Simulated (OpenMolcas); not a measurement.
**Ag6+: effect of the active space**

```
Program             : OpenMolcas
Method              : CASSCF or its RAS form
Basis               : ANO-RCC-VTZP
Scalar Hamiltonian  : DKH2, point nucleus
Spin-orbit coupling : RASSI with atomic mean-field integrals over the reference wave functions, term energies averaged over their components
```

A. 5 electrons in 5 orbitals (4d); 2S+1 = 6 even, 1 root; 2S+1 = 4 even, 24 roots; 2S+1 = 2 even, 75 roots; cost of the order of 21 core-seconds
B. 11 electrons in 8 orbitals (RAS1 4p, at most 2 holes; RAS2 4d); 2S+1 = 6 even, 1 root; 2S+1 = 4 even, 24 roots; 2S+1 = 2 even, 70 roots; cost roughly 40 core-seconds
C. 5 electrons in 10 orbitals (4d 5d); 2S+1 = 6 even, 1 root; 2S+1 = 4 even, 24 roots; 2S+1 = 2 even, 67 roots; cost about 2.2 core-minutes

Energies in cm-1 above 4d5 6S 5/2, the measured ground level; measured values from the list in Gamrath, thesis, University of Mons (2023).

| Level | A | B | C | Measured |
| --- | --- | --- | --- | --- |
| 4d5 6S 5/2 | 0.0 | 0.0 | 0.0 | 0.0 |
| 4d5 4G 5/2 [56 %] | 34938 | 34837 | 34450 | 29390 |
| 4d5 4G 7/2 | 35645 | 36105 | 35191 | 30378 |
| 4d5 4G 11/2 | 35833 | 36421 | 35454 | 30662 |
| 4d5 4G 9/2 | 36038 | 36628 | 35624 | 30907 |
| 4d5 4P 3/2 [62 %] | 39768 | 36936 | 39213 | 32994 |
| 4d5 4P 1/2 | 41188 | 38057 | 40617 | 34605 |
| 4d5 4D 7/2 | 43750 | 42588 | 43285 | 36485 |
| 4d5 4D 1/2 | 45576 | 44071 | 45055 | 38685 |
| 4d5 4D 5/2 [61 %] | 46264 | 44398 | 45728 | 39299 |
| 4d5 4D 3/2 [62 %] | 46533 | 44682 | 45998 | 39788 |
| 4d5 2I 11/2 | 50764 | 52608 | 50135 | 44011 |
| 4d5 2I 13/2 | 52061 | 54285 | 51497 | 45546 |
| 4d5 2D 3/2(1) [55 %] | 57010 | 53844 | 56274 |  |
| 4d5 4F 9/2 [66 %] | 58302 | 56501 | 57593 | 49104 |
| 4d5 4F 5/2 | 60055 | 57729 | 59245 | 51049 |
| 4d5 2H 9/2 [62 %] | 62551 | 61292 | 61769 | 53797 |
| 4d5 4F 3/2 [54 %] | 62703 | 60173 | 61998 |  |
| 4d5 2G 7/2(1) | 65641 | 64801 | 64923 |  |
| 4d5 2H 11/2 | 65896 | 65196 | 65151 | 57962 |
| 4d5 2G 9/2(1) [58 %] | 68278 | 67455 | 67583 |  |
| 4d5 2F 5/2(2) [66 %] | 70370 | 68450 | 69652 |  |
| 4d5 2F 7/2(2) | 70373 | 68708 | 69651 | 59792 |
| 4d5 2S 1/2 | 76464 | 73392 | 76133 |  |

Deviations, from unrounded energies. A percentage is the sum of absolute deviations over the sum of measured energies, with the sign that they share, or ± where signs differ.

```
                        Against measurement  Levels      A      B      C
             mean absolute deviation (cm-1)      17   7100   6300   6500
other terms of the ground configuration (%)      17  +17.2  +15.1  +15.8
```

B, C lie about equally close to measurement and A furthest from it. The largest miss of B in the table is 4d5 2F 7/2(2), by +8900 cm-1. The ranking rests on the paired levels alone, and a cruder setting can come out closer through cancelling errors.

The spin-orbit steps hold different terms of 4d5 (B lacks a 2D; C lacks a 2D, 2P), which shifts levels as well.

Among A to C the level of the table that moves most is 4d5 2D 3/2(1) [55 %], by 3200 cm-1 (lowest in B, highest in A).

Without dynamic correlation excited terms often stand tens of per cent too high (terms of higher spin than the ground term too low), and those without a measured partner can miss by more than the paired ones. Some levels mix across a computed gap that differs much from the measured one, so their mixing is not that of the real levels (holds for B). Active for correlation alone: 4p; no level in the range computed is led by a configuration that opens it, so any true level of that kind is missing (holds for B). Active for correlation alone: 5d; no level in the range computed is led by a configuration that fills it, so any true level of that kind is missing (holds for C). Computed and measured levels are paired by configuration, term and J; levels that our copy of the source lacks, or whose pairing is in doubt (as where it misses far off the trend of its configuration), stay unpaired and out of the deviations. Only configurations of the active space appear. The table leaves out levels that lie high or whose names do not pair safely across all columns.

A share in square brackets marks a mixed level and gives the weight of the term that names it, the lowest over the columns. A number in round brackets counts repeated terms of one configuration in the order of the reference energies.
